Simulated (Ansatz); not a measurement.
`[F][AlH][CH2][SiH3]` + CH₃SH → `C[S][AlH][F]` + `C[SiH3]` at 700 K and 1 bar (ligand exchange at the Al–C bond).

Calculated with Ansatz (gas phase, PBE0-D4/def2-TZVP geometries, no zero-point term in ΔE). CCSD(T)/CBS is the MP2 limit (def2-TZVPP, def2-QZVPP) plus CCSD(T) − MP2 in def2-TZVPP, frozen cores. This one scheme is used for every species. One conformer a species, not always the lowest.

```tsv
species	CCSD(T)/CBS energy (Eh)	H − E (kJ/mol)	S (J/(mol·K))
`[F][AlH][CH2][SiH3]`	-672.62924	237.0	471.1
CH₃SH	-438.22835	160.2	309.0
`C[S][AlH][F]`	-780.15488	192.6	427.7
`C[SiH3]`	-330.73916	210.8	332.0
```

H − E and S are ideal-gas, rigid-rotor, harmonic terms from PBE0-D4/def2-TZVP, for one conformer and one mirror image of each species. 1 Eh = 2625.50 kJ/mol, R = 8.31446 J/(mol·K).

Task: By hand: ΔE, ΔH, ΔS and ΔG.

Result: ΔE = (-780.15488) + (-330.73916) − (-672.62924) − (-438.22835) = -0.03645 Eh = -95.7 kJ/mol. Δ(H − E) = 192.6 + 210.8 − 237.0 − 160.2 = 6.2, so ΔH = -89.5 kJ/mol. ΔS = 427.7 + 332.0 − 471.1 − 309.0 = -20.4 J/(mol·K). ΔG = -89.5 − 700 × (-20.4)/1000 = -75.2 kJ/mol.

Task: By hand: the equilibrium constant, and the temperature at which ΔG would vanish if ΔH and ΔS stayed fixed.

Result: log₁₀ K = −ΔG/(RT ln 10) = 5.6. ΔG = 0 at ΔH/ΔS = 4387 K, far beyond where these terms or the molecules hold.

ΔH outweighs TΔS. A doubt of 5 kJ/mol in ΔE shifts log₁₀ K by 0.4 here. Other conformers and mirror images would add mixing entropy, several J/(mol·K) or more a flexible species. Modes under 60 cm⁻¹, often nearly free rotors, make the harmonic entropy too high. These are equilibria of isolated gas molecules and say nothing of rates. Largest T1 diagnostic: 0.012 (customary marks: 0.02 for closed shells, 0.045 for open ones).
